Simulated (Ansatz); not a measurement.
Born–Oppenheimer molecular dynamics of ClGe2H5O2 (10 atoms, charge 0, multiplicity 1). It starts from a relaxed structure.

These are results of RKS BLYP-D4/def2-SVP (Ansatz 0.2.0), not measurements.

```yaml
ensemble: NVT, Langevin thermostat
time_step: 0.5 fs
steps_asked: 150
set_temperature: 50 K
friction: 0.02 /fs
seed: 106563
```

First frame:

```xyz
10
Properties=species:S:1:pos:R:3
Ge -0.264 -0.060 0.209
Ge 0.001 0.104 2.641
H -1.389 0.062 3.325
H 0.862 -1.100 3.101
H 0.729 1.432 2.965
Cl 1.737 -0.142 -0.761
O -1.184 1.379 -0.344
H -1.486 1.264 -1.268
O -1.143 -1.508 -0.416
H -0.517 -2.125 -0.847
```

Question: How far do the bonds stretch over the last three quarters of this one trajectory? (Pairs bonded in most of those frames.)

Answer: 
```tsv
bond	mean (Å)	spread (Å)	shortest	longest
Ge1–Ge2	2.440	0.018	2.42	2.48
Ge1–Cl6	2.205	0.013	2.19	2.24
Ge1–O7	1.804	0.023	1.77	1.84
Ge1–O9	1.806	0.010	1.79	1.82
Ge2–H3	1.551	0.020	1.52	1.58
Ge2–H4	1.551	0.011	1.53	1.57
Ge2–H5	1.551	0.022	1.51	1.59
O7–H8	0.980	0.008	0.97	0.99
O9–H10	0.979	0.008	0.96	0.99
```

Mean temperature of the second half: 43 K. The mean temperature of the second half is 13 % below the set value. A run of 0.075 ps of so small a system gives no equilibrium averages.

Time of the run: 3.9 min on 4 threads of Arm Neoverse V1, with other jobs on the host, peak memory 0.21 GiB.
